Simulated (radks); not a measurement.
Values are calculated unless marked as measured or tabulated.
Valence configurations of Mo (all share [Kr]). Code: a radial shooting solver on a logarithmic mesh with Libxc functionals. Model: scalar-relativistic Kohn-Sham, LDA (Slater exchange, Perdew-Wang correlation), spin-polarised, spherical densities, point nucleus; open shells are filled with parallel spins first (spin-orbit coupling, left out, can overturn this in heavy ions). Energies are relative to 4d5 5s1; eigenvalues in eV for spin up.

| valence | E (eV) | moment (Bohr magnetons) | e(4d) | e(5p) | e(5s) |
|---|---|---|---|---|---|
| 4d5 5s1 | 0.000 | 6 | -4.670 | - | -4.833 |
| 4d6 | 2.979 | 4 | -3.170 | - | - |
| 4d4 5s2 | 1.958 | 4 | -6.636 | - | -5.490 |
| 4d3 5s1 5p2 | 10.505 | 6 | -10.997 | -3.565 | -8.028 |
| 4d5 5s0.5 5p0.5 | 1.719 | 6 | -5.304 | -1.819 | -5.288 |
| 4d3 5s2 5p1 | 7.939 | 4 | -9.995 | -2.887 | -7.164 |
| 4d4 5s1 5p1 | 4.198 | 6 | -7.781 | -2.572 | -6.496 |
| 4d5 5p1 | 3.472 | 6 | -5.898 | -2.154 | - |
| 4d4 5p2 | 8.198 | 6 | -8.868 | -3.122 | - |
| 4d5.5 5s0.5 | 1.519 | 5 | -3.862 | - | -4.451 |

NIST lists [Kr] 4d5 5s1 as the ground configuration; this level of theory agrees among the configurations tried. The energies are those of spherical high-spin densities, not of single terms.
